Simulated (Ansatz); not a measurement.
Reaction (formal exchange of groups at a B–C bond): `BC(=C)CC` + `C[S][AlH][Cl]` → `[BH2][AlH][S]C` + `C=C(Cl)CC`

Program: Ansatz. Geometries: PBE0-D4/def2-TZVP. ΔE: electronic, gas phase. CBS: MP2 limit from def2 TZ/QZ plus the TZ coupled-cluster correction, frozen cores. DFT in def2-TZVPP. One conformer a species, not always the lowest.

`BC(=C)CC`:

Cartesian coordinates in Å:
```
B -0.478 -1.529 0.871
C -0.597 -0.068 0.399
C -1.219 0.798 1.214
C -0.052 0.371 -0.933
C 1.470 0.316 -0.974
H -0.012 -2.379 0.166
H -0.877 -1.830 1.959
H -1.380 1.840 0.944
H -1.596 0.482 2.181
H -0.451 -0.285 -1.715
H -0.394 1.385 -1.166
H 1.904 0.995 -0.236
H 1.850 0.597 -1.959
H 1.831 -0.692 -0.751
```

`C[S][AlH][Cl]`:

Cartesian coordinates in Å:
```
C 0.419 0.863 1.057
S -1.019 -0.218 0.754
Al -0.507 -0.995 -1.193
Cl -1.830 -2.343 -2.092
H 1.125 0.846 0.227
H 0.063 1.882 1.200
H 0.924 0.526 1.961
H 0.824 -0.560 -1.913
```

`[BH2][AlH][S]C`:

```xyz
10

B     0.350   -1.183   -1.508
Al    0.419   -1.413    0.599
S    -0.086    0.290    1.865
C    -0.475    1.601    0.659
H    -0.633   -1.422   -2.153
H     1.286   -0.791   -2.149
H     0.809   -2.734    1.389
H     0.347    1.760   -0.037
H    -0.631    2.519    1.224
H    -1.387    1.372    0.110
```

`C=C(Cl)CC`:

Z-matrix (Å, degrees):
```
C
C 1 1.523
C 1 1.492 2 113.6
H 1 1.093 2 110.2 3 -120.7
H 1 1.095 2 109.6 3 121.7
H 2 1.091 1 111.1 3 -60.0
H 2 1.092 1 110.9 3 60.2
H 2 1.092 1 110.4 3 -179.9
Cl 3 1.741 1 114.4 2 64.8
C 3 1.324 1 126.0 2 -115.0
H 10 1.082 3 122.2 1 179.8
H 10 1.084 3 119.5 1 -0.4
```

CCSD(T)/CBS gives +2.75 eV.

Task: Another level gave +2.74 eV. Which?
A. ωB97X-V/def2-TZVPP
B. PBE-D4/def2-TZVPP
C. SCS-MP2/def2-TZVPP
D. CCSD/def2-TZVPP

Result: D. CCSD/def2-TZVPP 2.74, ωB97X-V 2.69, PBE-D4 2.58, SCS-MP2/def2-TZVPP 2.78 eV.

Largest T1 diagnostic among the species: 0.011.

From PBE to PBE0 (25 % exact exchange), in def2-TZVPP and without D4, ΔE moves by +0.08 eV. In def2-TZVPP, CCSD(T) changes the Hartree–Fock value by −0.16 eV (the triples alone add −0.02 eV) and MP2 by −0.06 eV.
